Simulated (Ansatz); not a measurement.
A made-up structure of CH4NZn (charge +1), closed shell:

```
atom    x (Å)    y (Å)    z (Å)
  C1  -1.1193   0.4297   0.0519
  N2   0.1049   0.3256   0.3776
 Zn3   1.4565  -0.8644  -0.3868
  H4  -1.7813   1.1336   0.5532
  H5  -1.5326  -0.1887  -0.7415
  H6   0.3854   0.9513   1.1315
  H7  -0.7639  -0.3660  -0.5516
```

It is relaxed with PBE-D4/def2-SVP and then PBE0-D4/def2-TZVP (Ansatz 0.2.0). Atoms count as bonded within 1.22 times the sum of their covalent radii (H–H: 0.88 Å). The end point is not checked to be a true minimum.

Problem. Does its bonding change? (A judgement: the text doesn't fix the answer.)

Solution. Computed: Yes. Formed: none; broken: H5–H7.

Where it ends: The first stage lowers the energy by 5.65 eV in 14 steps. It ends as CH₄NZn ([CH3][NH][Zn]), total charge +1:
| atom | x (Å) | y (Å) | z (Å) |
| --- | --- | --- | --- |
| C1 | -1.1160 | 0.1740 | -0.0450 |
| N2 | 0.1985 | 0.2287 | 0.5739 |
| Zn3 | 1.6089 | -0.7095 | -0.2290 |
| H4 | -1.7800 | 0.6954 | 0.6615 |
| H5 | -1.2101 | 0.6852 | -1.0066 |
| H6 | 0.5149 | 1.2008 | 0.6068 |
| H7 | -1.4665 | -0.8535 | -0.1274 |

Labels in which every atom is bracketed show which atoms are joined, not bond orders.

For scale, one of the runs: PBE0-D4/def2-TZVP relaxation, 134 basis functions, launched by `ansatz run in.yaml --threads 2 --pin off --events-out ev --progress --plain --max-ram 4352MiB`. Hardware: 2 CPU threads of an Arm Neoverse V1, shared host. Wall time about 23 s.
